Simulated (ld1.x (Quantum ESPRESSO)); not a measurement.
**Plane-wave convergence, PAW potential for Zn (Z = 30)**

ld1.x (Quantum ESPRESSO) 7.5 input, shortened:

```
&input
   title='Zn', zed=30., rel=1, dft='PBE', iswitch=3,
   config='[Ar] 3d10 4s1.75 4p0'
 /
 &inputp
   pseudotype=3, lpaw=.true., tm=.true., lloc=-1, rcloc=1.10,
   nlcc=.true., new_core_ps=.true., rcore=0.85,
   which_augfun='PSQ', rmatch_augfun_nc=.true.
 /
6
4S  1  0   1.75   0.00  1.40  1.75  0.0
4S  1  0   0.00   1.80  1.40  1.75  0.0
4P  2  1   0.00   0.00  1.70  2.25  0.0
4P  2  1   0.00   2.15  1.70  2.25  0.0
3D  3  2  10.00   0.00  0.90  1.05  0.0
3D  3  2   0.00   4.20  0.90  1.05  0.0
 &test
   configts(1)='3d10 4s1.75 4p0'
 /
```

The pseudo-atom Hamiltonian at the reference potential is diagonalised in spherical Bessel functions j_l(qr) that vanish at 20 bohr, with q² up to the cutoff. All-electron valence levels (Ry): 4s -0.5783, 4p -0.1924, 3d -0.9101.

Question: How do the lowest levels (Ry) of each channel move with the cutoff, and are there ghosts?

Answer:

```tsv
cutoff (Ry)	s #1	s #2	s #3	p #1	d #1	d #2	f #1	f #2	Σ f·Δε (mRy)
8	-0.5742	-0.0514	0.0512	-0.1923	0.0174	0.0936	0.0767	0.1971	9282.2
15	-0.5782	-0.0519	0.0508	-0.1923	0.0159	0.0888	0.0767	0.1971	9260.4
21	-2.0104	-0.5781	-0.0518	-0.1924	0.0102	0.0726	0.0767	0.1971	9203.4
35	-4.3052	-0.5783	-0.0519	-0.1924	-0.3410	0.0230	0.0767	0.1971	5691.4
45	-4.8332	-0.5783	-0.0519	-0.1924	-0.6320	0.0213	0.0767	0.1971	2781.0
60	-5.0742	-0.5783	-0.0519	-0.1924	-0.8360	0.0207	0.0767	0.1971	741.0
90	-5.1354	-0.5783	-0.0519	-0.1924	-0.9069	0.0204	0.0767	0.1971	32.5
110	-5.1389	-0.5783	-0.0519	-0.1924	-0.9089	0.0204	0.0767	0.1971	12.6
160	-5.1394	-0.5783	-0.0519	-0.1924	-0.9099	0.0204	0.0767	0.1971	2.0
200	-5.1394	-0.5783	-0.0519	-0.1924	-0.9100	0.0204	0.0767	0.1971	1.2
300	-5.1394	-0.5783	-0.0519	-0.1924	-0.9101	0.0204	0.0767	0.1971	0.2
400	-5.1394	-0.5783	-0.0519	-0.1924	-0.9101	0.0204	0.0767	0.1971	0.0
```

Result: ghost state, extra bound levels that the all-electron valence spectrum of the same l lacks: s at -69.9 eV (a true bound ghost makes a file unfit for plane-wave use); 10 mRy is reached at 140 Ry and 1 mRy at 230 Ry.

Its largest configuration-test error is -986 meV.
